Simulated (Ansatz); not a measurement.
H2MgS (SMILES [MgH][SH]) moved off its minimum; all values from Ansatz (a program for electronic structure), cores frozen in correlated methods.
(charge 0, multiplicity 1)
```xyz
4

Mg    -0.7337    -0.5335    -0.8689
H     -1.6313    -1.1938    -2.2214
S      0.5460     0.4405     0.8056
H      0.7669    -0.5498     1.4289
```

| level | largest force (eV/Å) | on atom | rms difference from CCSD(T)/def2-TZVPPD (eV/Å) | dipole (D) |
|---|---|---|---|---|
| HF/def2-TZVPP | 5.80 | H4 | 0.075 | 1.41 |
| PBE/def2-TZVPP | 6.29 | S3 | 0.133 | 1.19 |
| r2SCAN/def2-TZVPP | 6.06 | S3 | 0.061 | 1.26 |
| B3LYP/def2-TZVPP | 5.98 | S3 | 0.029 | 1.24 |
| wB97M-V/def2-TZVPP | 5.95 | S3 | 0.060 | 1.28 |
| MP2/def2-TZVPPD | 5.90 | S3 | 0.038 | 1.27 |
| CCSD(T)/def2-TZVPPD | 5.96 | S3 | 0.000 | 1.29 |

The differences count from one level among others, with limits of its own. Forces at CCSD(T)/def2-TZVPPD (eV/Å):

| atom | Fx | Fy | Fz |
|---|---|---|---|
| Mg1 | -0.146 | -0.144 | -0.319 |
| H2 | 0.225 | 0.177 | 0.392 |
| S3 | -1.160 | 4.921 | -3.156 |
| H4 | 1.080 | -4.954 | 3.083 |
